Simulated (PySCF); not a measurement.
Excitations are Tamm–Dancoff values on a coarser integration grid. The basis has no diffuse functions, so Rydberg states are missing or too high.

Cartesian coordinates (Å):
```xyz
10

N      0.2107     1.7703     0.2508
Al     0.0000     0.0000     0.2865
N      1.4254    -1.0691     0.2157
N     -1.6360    -0.7012     0.3930
H     -0.5109     2.4459     0.4775
H      1.0695     2.2483     0.0006
H      2.3847    -0.7678     0.3473
H      1.3947    -2.0672     0.0381
H     -1.8396    -1.6705     0.6110
H     -2.4985    -0.1887     0.2447
```
Charge 0, spin multiplicity 1.

Q: Predict the total energy, HOMO–LUMO gap, dipole moment, LUMO and S1 excitation (TDA) from PBE-D3(BJ)/def2-TZVP (PySCF 2.14.0).

A: 
The total energy is -410.1561 Ha and the HOMO–LUMO gap is 4.73 eV. The dipole moment is 0.00 D. The LUMO is -0.55 eV and the S1 excitation (TDA) is 4.82 eV.
